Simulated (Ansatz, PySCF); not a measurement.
Zn(SeH)(OSiH3) (H4OSeSiZn), SMILES [SiH3][O][Zn][SeH].

Geometry: B3LYP-D3(BJ)/def2-SVP. The structure was generated by enumeration; whether it is a known compound was not checked. One conformer was computed; it need not be the lowest.

Vertical ionisation energy (IE) and electron affinity (EA) in eV. Rows of orbital energies are one-electron estimates. Where ΔSCF, EOM or ADC give a negative EA the extra electron is unbound and the value depends on the basis.

| level | IE | EA |
|---|---|---|
| −ε(HOMO), −ε(LUMO), PBE0/def2-TZVP (PySCF) | 7.32 | 1.40 |
| −ε(HOMO), −ε(LUMO), PBE/def2-TZVP (PySCF) | 6.20 | 2.28 |
| ΔSCF, PBE/def2-SVPD (Ansatz), final states of multiplicity 2 and 2 | ___ | ___ |

Question: Complete the blanks. (The exact figures need the calculation; the answer reports its results.)

Answer: 
- ΔSCF, PBE/def2-SVPD (Ansatz, an electronic-structure program), final states of multiplicity 2 and 2, IE: 8.98
- ΔSCF, PBE/def2-SVPD (Ansatz), final states of multiplicity 2 and 2, EA: 0.20

Question: What vertical singlet–triplet gap does ΔSCF give with PBE/def2-SVPD (Ansatz)? (Estimate from the structure and the level; the computed values follow.)

Answer: 4.05 eV (triplet above singlet where positive).
